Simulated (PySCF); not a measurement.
Worked example for aluminum chloride: proton affinity at atom Cl1

Structure: `[Cl][Al]([Cl])[Cl]` (AlCl3). Atom numbers as in the mapped SMILES `[Cl:1][Al:2]([Cl:3])[Cl:4]`.

These are calculated values, PBE0-D3(BJ)/def2-TZVP in PySCF (grid level 2) at geometries from PBE-D3(BJ)/def2-SVP. Thermal corrections: PBE-D3(BJ)/def2-SVP frequencies, unscaled, ideal gas at 298.15 K and 1 bar, quasi-RRHO entropy.

Step: `[Cl][Al]([Cl])[ClH+]` → `[Cl][Al]([Cl])[Cl]` + H⁺.

```jsonl
{"species": "[Cl][Al]([Cl])[ClH+]", "charge": "1", "multiplicity": "1", "E / Eh": "-1622.977151"}
{"species": "[Cl][Al]([Cl])[Cl]", "charge": "0", "multiplicity": "1", "E / Eh": "-1622.731818"}
```

Thermal terms, products less reactant: Δ(H − E) = -16.22 kJ/mol, Δ(G − E) = -38.74 kJ/mol (the bare proton has no electronic energy, H = 5/2 RT). 1 Eh = 2625.50 kJ/mol.

Question: What are ΔE, ΔH and ΔG of this step?

Answer: ΔE = 0.245333 Eh = 644.12 kJ/mol; ΔH = 627.9 kJ/mol; ΔG = 605.4 kJ/mol, all in the gas phase at 298.15 K and 1 bar. The digits show the arithmetic; the method itself can be off by 10 kJ/mol or more.
